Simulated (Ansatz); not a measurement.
Consider the ligand exchange at the Si–C bond: `O[SiH]1C=C1[SiH3]` + `BNCC=C` → `BN([SiH3])CC=C` + `O[SiH]1C=C1`.

Program: Ansatz. Geometries: PBE0-D4/def2-TZVP. ΔE: electronic, gas phase. CCSD(T)/CBS is the MP2 limit (def2-TZVPP, def2-QZVPP) plus CCSD(T) − MP2 in def2-TZVPP, frozen cores. DFT in def2-TZVPP. B3LYP here is the variant with VWN-RPA as its local correlation; programs differ in this. Each species was taken in one conformer, which may not be the lowest.

**Question.** Is it downhill or uphill in electronic energy at CCSD(T)/CBS, and by how much? (Estimate.)

**Answer.** The calculation gave: Downhill: ΔE = -18.0 kJ/mol.

**Question.** What do these levels give: B3LYP-D4, PBE0, HF/def2-TZVPP, MP2/def2-TZVPP, SCS-MP2/def2-TZVPP, CCSD(T)/def2-TZVPP? (An estimate is asked.)

**Answer.** The calculation gave: B3LYP-D4 -14.2, PBE0 -6.4, HF/def2-TZVPP -14.8, MP2/def2-TZVPP -20.7, SCS-MP2/def2-TZVPP -20.3, CCSD(T)/def2-TZVPP -18.5 kJ/mol.

Largest T1 diagnostic among the species: 0.012.

From PBE to PBE0 (25 % exact exchange), in def2-TZVPP and without D4, ΔE moves by −4.1 kJ/mol. The D4 term adds −7.4 kJ/mol with B3LYP and −4.1 kJ/mol with PBE0; it sums over pairs of atoms, weighted by their polarisabilities, and B3LYP, whose exchange is more repulsive, gets the larger term. In def2-TZVPP, CCSD(T) changes the Hartree–Fock value by −3.7 kJ/mol (the triples alone add −0.2 kJ/mol) and MP2 by −5.8 kJ/mol.
